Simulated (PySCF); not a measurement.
Mg(Br)(iPr) (C₃H₇BrMg), SMILES C[CH]([Mg][Br])C. Atoms are numbered in the order given.

```xyz
12

Mg     0.2371    -0.1849     0.0000
Br    -2.1214     0.0457     0.0000
C      2.3431    -0.3904     0.0000
C      2.9849     0.1936     1.2673
C      2.9849     0.1936    -1.2673
H      2.5243    -1.4825     0.0000
H      4.0834     0.0453     1.2699
H      2.8195     1.2825     1.3522
H      2.5978    -0.2673     2.1920
H      2.5978    -0.2673    -2.1920
H      4.0834     0.0453    -1.2699
H      2.8195     1.2825    -1.3522
```

The structure is a stationary point at B3LYP-D3(BJ)/def2-SVP. One conformer was computed; it need not be the lowest.

Two levels are set side by side: PBE/pcSseg-1 (PySCF) and B3LYP/pcSseg-1 (PySCF). GIAO shifts against TMS (¹H), TMS (¹³C) at the same level; non-relativistic, no solvent, atoms listed together averaged. Without spin–orbit terms, shifts of atoms bonded to Cl or Br come out too high at both levels. Differences are taken from unrounded values.

```csv
quantity,B3LYP,PBE,PBE minus B3LYP
δ(¹³C) of C3 (ppm),22.6,25.0,2.5
"δ(¹³C) of C4, C5 (ppm)",28.9,29.0,0.1
δ(¹H) of H6 (ppm),1.09,1.34,0.24
```

Rough cost on one machine, each run with all the roots and properties that it gave: B3LYP against PBE within a factor of 2.
